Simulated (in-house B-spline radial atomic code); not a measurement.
Configurations of neutral mercury, with energies counted from [Xe] 4f14 5d10 6s2. All numbers are computed (Dirac-Hartree-Fock, average of configuration; Fermi nucleus of rms radius 5.4648 fm) with a radial B-spline atomic code at the basis-set limit, not measured. Energies include first-order Breit, QED and recoil terms.

Occupations are held fixed; configurations that lie above the ionisation limit could autoionise.

| configuration | E - E(ref) (eV) | highest orbital | its <r> (bohr) |
| --- | --- | --- | --- |
| [Xe] 4f14 5d10 6s1 6p1 | 4.3954 | 6p3/2 | 4.574 |
| [Xe] 4f14 5d10 6s1 6d1 | 7.0186 | 6d5/2 | 10.75 |
| [Kr] 4d10 4f14 5s2 5p5 5d10 5g1 6s2 | 78.861 | 5g9/2 | 27.5 |
| [Kr] 4d10 4f14 5s2 5p5 5d10 6s2 10s1 | 78.927 | 10s1/2 | 42.74 |
| [Kr] 4d10 4f14 5s2 5p5 5d10 6s2 7g1 | 79.128 | 7g9/2 | 63.5 |
| [Kr] 4d9 4f14 5s2 5p6 5d10 6s2 7s1 | 374.13 | 7s1/2 | 8.157 |
| [Kr] 4d9 4f14 5s2 5p6 5d10 5f1 6s2 | 375.87 | 5f5/2 | 17.97 |
| [Kr] 4d9 4f14 5s2 5p6 5d10 6s2 7f1 | 376.35 | 7f5/2 | 47.94 |

Q: Order these further configurations by energy, lowest first.
A. [Kr] 4d10 4f14 5s2 5p5 5d10 6s2 7d1
B. [Xe] 4f14 5d10 6s1 10d1
C. [Kr] 4d9 4f14 5s2 5p6 5d10 6s2 8s1
D. [Kr] 4d10 4f14 5s2 5p5 5d10 6s2 8f1
E. [Kr] 4d10 4f14 5s2 5p5 5d10 6s2 6g1

A: B (8.2384 eV), A (78.557 eV), E (79.027 eV), D (79.127 eV), C (375.49 eV).

Q: How far above the reference does [Xe] 4f14 5d9 6s2 9p1 lie?

A: 13.499 eV; its least bound orbital is 9p3/2 with <r> = 35.4 bohr.

Q: How far above the reference does [Xe] 4f14 5d9 6s2 9s1 lie?

A: 13.346 eV; its least bound orbital is 9s1/2 with <r> = 28.31 bohr.

Q: How far above the reference does [Kr] 4d10 4f14 5s2 5p5 5d10 6s2 7s1 lie?

A: 76.813 eV; its least bound orbital is 7s1/2 with <r> = 8.172 bohr.
